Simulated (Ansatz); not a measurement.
Geometry optimisation, Ansatz, RKS PBE0-D4/6-31G*.

The input (input.yaml):

```yaml
crystal:
  periodic: [false, false, false]
  atoms:
    - { symbol: B, position_ang: [0.004165, -0.394343, -0.05774] }
    - { symbol: F, position_ang: [-0.102749, -0.983355, 1.118761] }
    - { symbol: F, position_ang: [1.200421, -0.344797, -0.614651] }
    - { symbol: H, position_ang: [-0.953681, 0.032474, -0.627848] }
    - { symbol: Si, position_ang: [0.098952, 2.534557, 1.116257] }
    - { symbol: H, position_ang: [0.7769, 3.316413, 2.184574] }
    - { symbol: H, position_ang: [0.840188, 2.683694, -0.165411] }
    - { symbol: H, position_ang: [-1.294026, 3.026062, 0.942967] }
    - { symbol: H, position_ang: [0.061731, 1.112195, 1.495492] }
basis:
  gaussian: { orbitals: "6-31G*" }
hamiltonian:
  xc: pbe0
  dispersion: d4
relax:
  f_tol: 0.03
  max_steps: 50
```

Command:

```bash
$ ansatz run input.yaml --threads 2 --pin off --max-ram 3072MiB --backend cpu --events-out ev --progress --plain --runs-dir out
```

Task: Where does it end, and by what steps?

Result: The run converged. After 5 steps the energy has fallen by 0.146 eV; F2 moved furthest, 0.56 Å.

```tsv
step	energy less start (eV)	largest force component (eV/Å)	accepted
0	0.0000	0.481	yes
1	-0.0730	0.870	yes
2	-0.1100	0.839	yes
3	-0.1244	0.620	yes
4	-0.1436	0.229	yes
5	-0.1463	0.014	yes
```

```xyz
9
Properties=species:S:1:pos:R:3
B -0.010 -0.718 -0.166
F -0.127 -1.491 0.893
F 1.196 -0.485 -0.640
H -0.974 -0.253 -0.694
Si 0.111 2.792 1.198
H 0.813 3.605 2.227
H 0.845 2.863 -0.092
H -1.276 3.296 1.014
H 0.053 1.375 1.654
```

The run took 11 s on 2 threads of Arm Neoverse V1, with other jobs on the host, peak memory 0.14 GiB.
